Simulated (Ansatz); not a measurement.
# Active spaces for CrH2, quintet

Computed with Ansatz's Gaussian-basis code (development build). Basis def2-SVP, nonrelativistic, 5 orbitals frozen in the corrections. State-specific CASSCF; RHF is the lowest restricted (open-shell) Hartree–Fock solution met. A minimal or small basis: far from the basis limit. No symmetry is imposed, so a solution can break that of the shape. The lowest solution met needn't be the lowest there is, nor hold the orbitals that a chemist would pick.

Geometry:

```
atom   x (Å)   y (Å)    z (Å)
   H  0.0000  0.9072   1.5713
  Cr  0.0000  0.0000   0.0000
   H  0.0000  0.9072  -1.5713
```

Q: What do CASSCF and its corrections give against RHF in CAS(8,8), and what are the occupations?

A: CASSCF -0.933 eV, SC-NEVPT2 -6.465 eV; occupations 1.97, 1.95, 1.00, 1.00, 1.00, 1.00, 0.05, 0.03.
